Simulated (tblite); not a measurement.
Species: C9H15N.
Numbering: `[H]/[N:10]=[C:9]1\[C@H:5]([CH2:4][CH2:3][CH2:2][CH3:1])[CH2:6][CH:7]=[CH:8]1` (hydrogens: H11, H12, H13 on C1; H14, H15 on C2; H16, H17 on C3; H18, H19 on C4; H20 on C5; H21, H22 on C6; H23 on C7; H24 on C8; H25 on N10)

The geometry is computed with GFN2-xTB (gas phase).

Task: What internal coordinates does the optimisation give?

Result: 
```tsv
bond	length (Å)	order
C1–C2	1.524	single
C2–C3	1.527	single
C3–C4	1.527	single
C4–C5	1.532	single
C5–C6	1.538	single
C6–C7	1.495	single
C7=C8	1.331	double
C8–C9	1.454	single
C9=N10	1.261	double
C5–C9	1.526	single
C1–H11, C1–H12, C1–H13	1.088	single
C2–H14	1.092	single
C2–H15	1.093	single
C3–H16	1.092	single
C3–H17	1.093	single
C4–H18	1.094	single
C4–H19	1.093	single
C5–H20	1.095	single
C6–H21	1.092	single
C6–H22	1.092	single
C7–H23	1.077	single
C8–H24	1.074	single
N10–H25	1.018	single
```

Bonds in one row agree within 0.01 Å and their mean is given. Orders are formal, as drawn. A selection of angles:
```tsv
angle	degrees
C1–C2–C3	111.7
C2–C3–C4	111.8
C3–C4–C5	112.9
C4–C5–C6	113.5
C4–C5–C9	110.6
C6–C5–C9	104.4
C5–C6–C7	104.5
C6–C7–C8	112.7
C7–C8–C9	110.7
C8–C9–N10	123.1
C5–C9–C8	107.7
C5–C9–N10	129.3
H25–N10–C9	115.1
```

Torsions: C1–C2–C3–C4 180° (antiperiplanar); C2–C3–C4–C5 -179° (antiperiplanar); C3–C4–C5–C6 -71° (synclinal); C4–C5–C6–C7 -119° (anticlinal); C5–C6–C7–C8 -1° (synperiplanar); C6–C7–C8–C9 0° (synperiplanar); C7–C8–C9–N10 -178° (antiperiplanar); C4–C5–C9–C8 120° (anticlinal); H25–N10–C9–C8 180° (antiperiplanar).

Of the pairs four or more bonds apart, H18···H25 is among the closest relative to their van der Waals radii: 2.36 Å, 98 % of the sum of Bondi's values. The 5-membered ring C5–C6–C7–C8–C9 has internal angles of 104.4° to 112.7° (sum 540°, against 540° for a flat polygon); it is planar, 0.01 Å rms from its mean plane, widest ring torsion 2°. The 9 C–C bonds span 1.331 Å (C7=C8, drawn double) to 1.538 Å (C5–C6, drawn single), a spread of 0.207 Å.

Point group: C1 (no symmetry element, even within 0.4 Å). Its GFN2-xTB frequencies are all real (lowest 44 cm⁻¹). The numbers are those of one conformer. 3 starts were optimised and ended at 0.00, 0.73 and 1.23 kcal/mol (GFN2-xTB); the lowest of these is shown.

On one thread of an Intel Xeon at 2.50 GHz, no GPU (shared host), this took 1.1 s wall, 0.82 s CPU. That covers the optimisation of the geometry.
